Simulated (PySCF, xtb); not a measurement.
2-butanone cation (C4H8O), SMILES CCC(C)=O (connectivity only; charge and spin as stated), charge +1, multiplicity 2. Other conformers were not sampled.

Harmonic wavenumbers (cm⁻¹) from GFN2-xTB in xtb at its own minimum, in rising order: 47, 131, 222, 255, 353, 470, 536, 680, 779, 894, 899, 961, 996, 1015, 1082, 1154, 1184, 1285, 1316, 1326, 1353, 1387, 1391, 1432, 1855, 2890, 2916, 2985, 2991, 2997, 3018, 3025, 3056.

Q: What does PBE-D3(BJ)/def2-SVP (PySCF) give at its own minimum? (Estimate from the structure and the level; the computed values follow.)

A: 58, 130, 235, 243, 346, 418, 471, 608, 706, 854, 886, 922, 953, 980, 1059, 1184, 1213, 1259, 1291, 1307, 1342, 1354, 1374, 1408, 1720, 2931, 2937, 2973, 3030, 3035, 3079, 3107, 3135. Paired by order, the mean absolute difference is 37 cm⁻¹ and the zero-point energies are 67.0 and 66.5 kcal/mol.
